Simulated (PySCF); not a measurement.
B(Me)(OMe)(NH2) (C2H8BNO), SMILES COB(C)N. Geometry optimised at PBE0-D3(BJ)/def2-SVP. The values are those of a single conformer.

Computed equilibrium geometry at PBE0-D3(BJ)/def2-SVP (PySCF confirms it by a frequency run) as Cartesian coordinates in Å, and its point group (one conformer of several):
point group Cs.
```xyz
13

B      0.0476    -0.4778     0.0000
C     -0.6774    -1.8793     0.0000
H     -1.3331    -1.9656    -0.8816
H     -1.3331    -1.9656     0.8816
H      0.0103    -2.7381     0.0000
O     -0.7580     0.6360     0.0000
C     -0.2286     1.9256     0.0000
H      0.3916     2.1225    -0.8950
H     -1.0566     2.6501     0.0000
H      0.3916     2.1225     0.8950
N      1.4541    -0.3628     0.0000
H      1.9585     0.5125     0.0000
H      2.0538    -1.1747     0.0000
```
